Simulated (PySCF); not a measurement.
Be(Et)2 cation (C4H10Be), SMILES C[CH2][Be][CH2]C (connectivity only; charge and spin as stated), charge +1, multiplicity 2.

The structure is a stationary point at PBE0-D3(BJ)/def2-SVP. The spin state was assumed, not searched. The isomer is the one that the SMILES or the coordinates give; other isomers of the formula were not compared. The values are those of a single conformer.

Method: C-PCM-M06-2X/def2-SVP (PySCF 2.14.0).

The values are the electrostatic part of the solvation free energy, E(continuum) − E(gas) at the gas-phase geometry, in a cavity of scaled van der Waals radii (PySCF's table); cavitation and dispersion terms are not included. A continuum can't describe solvent molecules that bind to the metal.

| solvent | ε | ΔG(elec) (kcal/mol) |
|---|---|---|
| water | 78.36 | -59.4 |
| methanol | 32.61 | -58.3 |
| ethanol | 24.85 | -57.7 |
